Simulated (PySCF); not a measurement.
Compound: C5H8NO (doublet state).
SMILES with atom numbers: `[CH2:1][C:2](=[O:3])[NH:4][CH:5]1[CH2:6][CH2:7]1` (hydrogens: H8, H9 on C1; H10 on N4; H11 on C5; H12, H13 on C6; H14, H15 on C7)

Structure used (GFN2-xTB), in Å, numbered top down from 1:
```
atom  x, y, z in Å
C1     2.8628   -0.1447    0.1610
C2     1.6286    0.0724    0.8275
O3     1.5091    0.3602    2.0132
N4     0.5155   -0.0699    0.0122
C5    -0.7967    0.1135    0.4996
C6    -1.9293   -0.7050   -0.0556
C7    -1.8430    0.7588   -0.3676
H8     2.9155   -0.3839   -0.8848
H9     3.7748   -0.0620    0.7207
H10    0.6326   -0.2983   -0.9620
H11   -0.7743    0.3404    1.5581
H12   -2.6893   -1.0477    0.6285
H13   -1.7055   -1.4052   -0.8467
H14   -1.5622    1.0475   -1.3695
H15   -2.5430    1.4320    0.1009
```

The hyperfine couplings belong to this conformer and change with its torsions.

Level of theory: PySCF 2.14.0, UKS B3LYP, pcH-1 on C H N O, non-relativistic, mean-field spin-orbit, GIAO. Geometry: GFN2-xTB, one conformer, isolated molecule. A GFN2-xTB geometry isn't a minimum of the functional, and hyperfine couplings can be far from their values at a DFT geometry. No stability test was run, so a lower SCF solution isn't excluded.

Task: Predict the first-order ENDOR lines of N4, H9, H8, H10, H12/H15 and H13/H14 under fast tumbling at B = 346.3 mT (X band).

Result: ν± = |νn ± a/2|, one line for each electron-spin manifold; νn = |g_N| × 7.62259 MHz/T × B.

```json
{"nuclei": "N4", "isotope": "14N", "g_N": "0.4038", "νn (MHz)": "1.07", "a_iso (MHz)": "3.89", "lower line (MHz)": "0.88", "upper line (MHz)": "3.01"}
{"nuclei": "H9", "isotope": "1H", "g_N": "5.5857", "νn (MHz)": "14.74", "a_iso (MHz)": "-57.46", "lower line (MHz)": "13.98", "upper line (MHz)": "43.47"}
{"nuclei": "H8", "isotope": "1H", "g_N": "5.5857", "νn (MHz)": "14.74", "a_iso (MHz)": "-55.85", "lower line (MHz)": "13.18", "upper line (MHz)": "42.67"}
{"nuclei": "H10", "isotope": "1H", "g_N": "5.5857", "νn (MHz)": "14.74", "a_iso (MHz)": "-7.03", "lower line (MHz)": "11.23", "upper line (MHz)": "18.26"}
{"nuclei": "H12/H15", "isotope": "1H", "g_N": "5.5857", "νn (MHz)": "14.74", "a_iso (MHz)": "1.82", "lower line (MHz)": "13.84", "upper line (MHz)": "15.65"}
{"nuclei": "H13/H14", "isotope": "1H", "g_N": "5.5857", "νn (MHz)": "14.74", "a_iso (MHz)": "-0.88", "lower line (MHz)": "14.31", "upper line (MHz)": "15.18"}
```

Task: Which pairs are centred on the nuclear Larmor frequency, and which on half the coupling?

Result: Centred on νn, since |a| < 2νn: H10, H12/H15 and H13/H14. Centred on |a|/2 and split by 2νn: N4, H9 and H8.

Means are taken over nuclei equivalent by connectivity, which assumes that they swap fast. H8 and H9 aren't averaged: C1 is flat or nearly so (angle sum 360°), and its turn about the short C1–C2 bond (1.42 Å) is taken as slow.

The largest Mulliken spin populations are on C1 (+0.95), O3 (+0.12), C2 (-0.10) and N4 (+0.09). C1 is the only atom above +0.15. The angles at C1 add up to 360.0°, so it is planar; its axial dipolar tensor and the negative couplings of its protons fit spin in a p orbital normal to that plane.

The run took 1.9 min wall (grids of density and orbitals included) on an AMD EPYC with one thread, no GPU (shared host), and the process peaked at 0.93 GiB of memory.
